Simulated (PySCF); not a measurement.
## Assigning NMR signals

Atom-mapped SMILES (the numbers label the heavy atoms): `[O:1]=[C:2]([OH:3])[C@:4]12[CH:5]=[CH:6][C@H:7]([CH:8]=[CH:9]1)[O:10]2`. Each H is labelled by its parent atom.

All values are calculated (PySCF 2.14): PBE0/pcSseg-1 with gauge-including orbitals, geometry: GFN2-xTB. Equivalent nuclei averaged, no solvent, a single conformation, relativity neglected.

Shifts are taken against calculated references (same method and geometry level): 13C (σref 186.93), 1H (σref 31.72) against TMS.

Q: Assign these signals to the numbered atoms. 13C{1H} NMR (computed): δ 177.1, 158.3, 155.8, 94.8, 86.1.

A: 
```tsv
δ (ppm)	atoms	environment	reason
177.1	C2	carboxylic acid carbon	lone-pair donation from the attached heteroatom keeps it upfield of a ketone carbonyl
158.3	C5/C9	alkene CH	as expected for a trigonal carbon in a double bond
155.8	C6/C8	alkene CH	–
94.8	C4	fully substituted sp3 carbon bonded to O, α to a carbonyl	deshielded by the electronegative neighbour
86.1	C7	allylic sp3 CH bonded to O	pulled downfield by the heteroatom
```

Q: Assign these signals to the numbered atoms. 1H NMR (500 MHz, computed): δ 7.54 (m, 2H), 7.42 (m, 2H), 6.56 (br s, 1H), 5.40 (m, 1H).

A: 
7.54 → H(C5)/H(C9), hydrogen on an alkene CH: a vinylic proton, deshielded by the sp2 carbon and the C=C anisotropy
7.42 → H(C6)/H(C8), hydrogen on an alkene CH
6.56 → H(O3), hydrogen on an acid hydroxyl oxygen: labile proton, position sensitive to the medium
5.40 → H(C7), hydrogen on an allylic sp3 CH bonded to O: its carbon carries O, an electronegative neighbour

H(C5)/H(C9) and H(C6)/H(C8) lie closer than the usual error of such a calculation, so a measured spectrum could show them in the other order.

OH/NH shifts are gas-phase values; hydrogen bonding in solution moves them, usually downfield. Shifts are as computed. Against solution values, carbons near 30 ppm lie about +3 ppm off and those near 130 ppm about +5 ppm. Of 1211 compounds with measured shifts, 218 miss one by over three times the rms of a fit or turn the order of signals round; such compounds aren't used in these exercises. The C=O carbon of an acid or of an amide with N–H lies up to 10 ppm further downfield in solution, through hydrogen bonding that the calculation lacks. No couplings were computed; multiplicities are counted from neighbouring protons, with m where these are inequivalent, close in shift, in a saturated or five-membered ring or joined by F or P, and br s for small geminal =CH2 splittings.
